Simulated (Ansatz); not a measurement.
Reaction (ligand exchange at the Si–C bond): `O[SiH2]/C=C\[SiH](O)F` + `[OH][GeH3]` → `O[SiH](F)[O][GeH3]` + `C=C[SiH2]O`

Computed with Ansatz on PBE0-D4/def2-TZVP structures; ΔE is electronic, products minus reactants. CCSD(T)/CBS is the MP2 limit (def2-TZVPP, def2-QZVPP) plus CCSD(T) − MP2 in def2-TZVPP, frozen cores. Functionals use def2-TZVPP. B3LYP here is the variant with VWN-RPA as its local correlation; programs differ in this. For Ge outer-core shells are correlated without core-valence functions, which leaves a few kJ/mol of doubt a bond. Scalar relativity is left out up to krypton. Each species was taken in one conformer, which may not be the lowest.

`O[SiH2]/C=C\[SiH](O)F`:

Z-matrix (Å, degrees):
```
Si
C 1 1.860
O 1 1.655 2 111.3
H 1 1.488 2 109.3 3 -122.9
H 1 1.483 2 109.7 3 116.9
C 2 1.339 1 126.6 3 3.9
H 2 1.093 1 115.7 3 -175.6
H 3 0.962 1 116.7 2 -76.6
Si 6 1.864 2 128.3 1 0.8
H 6 1.093 2 117.3 1 -179.4
O 9 1.626 6 115.2 2 -62.5
F 9 1.613 6 107.3 2 59.5
H 9 1.475 6 110.4 2 176.2
H 11 0.964 9 114.1 6 59.1
```

`[OH][GeH3]`:

```xyz
6

O    -0.756   -0.437    1.058
Ge    0.074    0.131   -0.414
H    -0.159   -0.543    1.801
H    -1.039    0.232   -1.460
H     1.153   -0.885   -0.833
H     0.727    1.502   -0.152
```

`O[SiH](F)[O][GeH3]`:

Z-matrix (Å, degrees):
```
Si
F 1 1.596
O 1 1.604 2 111.1
O 1 1.633 2 108.1 3 118.5
H 1 1.472 2 106.4 3 -119.7
Ge 3 1.786 1 134.6 2 87.5
H 4 0.958 1 118.8 2 42.5
H 6 1.534 3 107.6 1 81.0
H 6 1.535 3 108.6 1 -40.1
H 6 1.532 3 104.9 1 -159.8
```

`C=C[SiH2]O`:

Z-matrix (Å, degrees):
```
Si
C 1 1.857
O 1 1.649 2 111.4
H 1 1.491 2 108.7 3 122.7
H 1 1.484 2 111.0 3 -117.5
C 2 1.330 1 122.9 3 6.6
H 2 1.090 1 118.9 3 -173.1
H 3 0.958 1 117.3 2 72.7
H 6 1.087 2 121.4 1 0.7
H 6 1.086 2 122.4 1 -179.7
```

Problem. Is it downhill or uphill in electronic energy at CCSD(T)/CBS, and by how much? (Estimate.)

Solution. The calculation gave: Downhill: ΔE = -127.1 kJ/mol.

Problem. What do these levels give: r2SCAN-D4, PBE0-D4, B3LYP-D4, ωB97M-V, PBE, r2SCAN, PBE0, HF/def2-TZVPP, MP2/def2-TZVPP, SCS-MP2/def2-TZVPP, SCS-MP2/def2-QZVPP, HF/CBS(def2)? (Best estimate.)

Solution. The calculation gave: r2SCAN-D4 -121.5, PBE0-D4 -115.1, B3LYP-D4 -121.4, ωB97M-V -123.0, PBE -111.3, r2SCAN -123.2, PBE0 -120.5, HF/def2-TZVPP -159.9, MP2/def2-TZVPP -128.3, SCS-MP2/def2-TZVPP -133.2, SCS-MP2/def2-QZVPP -133.8, HF/CBS(def2) -162.8 kJ/mol.

Largest T1 diagnostic among the species: 0.012.

From PBE to PBE0 (25 % exact exchange), in def2-TZVPP and without D4, ΔE moves by −9.1 kJ/mol. In def2-TZVPP, CCSD(T) changes the Hartree–Fock value by +32.4 kJ/mol (the triples alone add +5.7 kJ/mol) and MP2 by +31.6 kJ/mol. The D4 term adds +9.5 kJ/mol with B3LYP and +5.3 kJ/mol with PBE0; it sums over pairs of atoms, weighted by their polarisabilities, and B3LYP, whose exchange is more repulsive, gets the larger term.
